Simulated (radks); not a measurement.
Charge is removed step by step from the 6s down level of neutral gadolinium, starting from [Xe] 4f7 5d1 6s(up 1, down 1). Method: scalar-relativistic Kohn-Sham, PBE, spin-polarised, spherical densities, point nucleus; open shells are filled with parallel spins first (spin-orbit coupling, left out, can overturn this in heavy ions); computed with a radial shooting solver on a logarithmic mesh with Libxc functionals.

[
 {"removed (e)": "0", "E - E(0) (eV)": "0.000", "eigenvalue (eV)": "-3.756"},
 {"removed (e)": "0.125", "E - E(0) (eV)": "0.503", "eigenvalue (eV)": "-4.302"},
 {"removed (e)": "0.25", "E - E(0) (eV)": "1.076", "eigenvalue (eV)": "-4.854"},
 {"removed (e)": "0.375", "E - E(0) (eV)": "1.717", "eigenvalue (eV)": "-5.414"},
 {"removed (e)": "0.5", "E - E(0) (eV)": "2.429", "eigenvalue (eV)": "-5.981"},
 {"removed (e)": "0.625", "E - E(0) (eV)": "3.212", "eigenvalue (eV)": "-6.558"},
 {"removed (e)": "0.75", "E - E(0) (eV)": "4.069", "eigenvalue (eV)": "-7.149"},
 {"removed (e)": "0.875", "E - E(0) (eV)": "4.999", "eigenvalue (eV)": "-7.740"}
]

The mean slope of the eigenvalue, de/dn, is 4.55 eV per electron.
